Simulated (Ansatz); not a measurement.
A structure relaxed at PBE0-D4/def2-TZVP, charge 0, multiplicity 1:

Cartesian coordinates in Å:
```
C -0.8607 1.7976 0.1804
Si 0.7067 1.1145 -0.5658
N 1.0406 -0.4926 -0.0048
Si 0.0458 -1.8820 -0.1545
O -0.4874 -2.4856 1.2810
H -1.7193 1.1730 -0.0801
H -0.7889 1.8478 1.2694
H -1.0577 2.8047 -0.1969
H 1.8785 1.9474 -0.1790
H 0.5756 1.1561 -2.0494
H 1.9536 -0.6250 0.4059
H 0.7695 -3.0268 -0.7520
H -1.0889 -1.4410 -1.0111
H -0.9672 -1.8881 1.8567
```

Question: Give its formula and SMILES.

Answer: CH9NOSi2, `C[SiH2]N[SiH2]O`.

Question: Point group (tolerance 0.08 Å, 0.16 Å for H)?

Answer: C1.

Question: Summarise the bond lengths by kind.

Answer: 1 × C–Si 1.866 Å; 3 × C–H 1.093 Å; 2 × N–Si 1.715 to 1.735 Å; 4 × H–Si 1.480 to 1.490 Å; 1 × H–N 1.010 Å; 1 × O–Si 1.646 Å; 1 × H–O 0.958 Å.

Program: Ansatz 0.2.0.
